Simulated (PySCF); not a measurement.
Polarisability as a sum over states

Species: C₇H₁₂BF.
Structure used (PBE0-D3(BJ)/def2-SVP), in Å, numbered top down from 1:
```xyz
21
C7H12BF angstrom
C      1.893   -0.035    1.353
C      1.474    0.473    0.007
C      2.334    1.169   -0.738
F      2.013    1.641   -1.950
C      0.092    0.159   -0.473
B     -0.337   -1.335   -0.723
C     -1.863   -1.442   -0.394
C     -2.324    0.011   -0.211
C     -1.094    0.751    0.317
H      2.930    0.238    1.593
H      1.812   -1.135    1.395
H      1.249    0.365    2.153
H      3.362    1.410   -0.454
H      0.000    0.533   -1.520
H      0.391   -2.225   -1.098
H     -1.854   -1.960    0.592
H     -2.491   -2.069   -1.046
H     -3.203    0.124    0.444
H     -2.606    0.429   -1.193
H     -0.966    0.533    1.392
H     -1.170    1.846    0.222
```

The calculation used TDDFT PBE0/def2-SVPD, vertical, gas phase, core orbitals frozen in the response in PySCF.

Excitation energies and transition dipoles (atomic units, axes of the coordinates) of those of the lowest 10 singlets that add 0.02 au or more to the mean polarisability:

```json
{"state": "S1", "ΔE (hartree)": "0.1709", "μx": "-0.070", "μy": "-0.031", "μz": "0.048"}
{"state": "S2", "ΔE (hartree)": "0.2239", "μx": "-0.139", "μy": "-0.017", "μz": "0.004"}
{"state": "S3", "ΔE (hartree)": "0.2298", "μx": "0.161", "μy": "-0.066", "μz": "-0.184"}
{"state": "S4", "ΔE (hartree)": "0.2321", "μx": "0.135", "μy": "0.070", "μz": "0.041"}
{"state": "S5", "ΔE (hartree)": "0.2484", "μx": "0.173", "μy": "-0.024", "μz": "-0.100"}
{"state": "S6", "ΔE (hartree)": "0.2512", "μx": "-0.298", "μy": "-0.408", "μz": "0.117"}
{"state": "S7", "ΔE (hartree)": "0.2571", "μx": "1.016", "μy": "0.663", "μz": "-0.622"}
{"state": "S8", "ΔE (hartree)": "0.2602", "μx": "0.401", "μy": "0.281", "μz": "-0.104"}
{"state": "S9", "ΔE (hartree)": "0.2665", "μx": "0.428", "μy": "0.196", "μz": "-0.099"}
{"state": "S10", "ΔE (hartree)": "0.2724", "μx": "0.153", "μy": "0.110", "μz": "0.034"}
```

Task: What does each state add to αxx, αyy and αzz, and how do the sums compare with the full static tensor?

Result: Each state adds 2 μα² / ΔE.

```
        state  αxx (au)  αyy (au)  αzz (au)
           S1      0.06      0.01      0.03
           S2      0.17      0.00      0.00
           S3      0.23      0.04      0.29
           S4      0.16      0.04      0.01
           S5      0.24      0.00      0.08
           S6      0.71      1.32      0.11
           S7      8.03      3.42      3.01
           S8      1.23      0.61      0.08
           S9      1.37      0.29      0.07
          S10      0.17      0.09      0.01
all 10 states      12.4       5.8       3.7
full response     110.0      91.4      87.4
    share (%)        11         6         4
```

The rest comes from the higher roots of the same response equations.

Task: Give the full tensor and its principal values.

Result: In au, rows and columns x, y, z:
```
x   110.0  10.7  -3.0
y    10.7  91.4  -3.8
z    -3.0  -3.8  87.4
```
Principal values 84.5, 88.8 and 115.6 au; mean 96.3 au (14.27 Å³).

Task: By how much does the contribution of these states grow at 532 nm?

Result: With ω = 0.0856 hartree each state's term in the mean polarisability goes from f / ΔE² to f / (ΔE² − ω²), f = (2/3) ΔE |μ|²; the sum over all 10 states goes from 7.30 to 8.22 au, a rise of 0.93 au.

One conformer stands for the species.
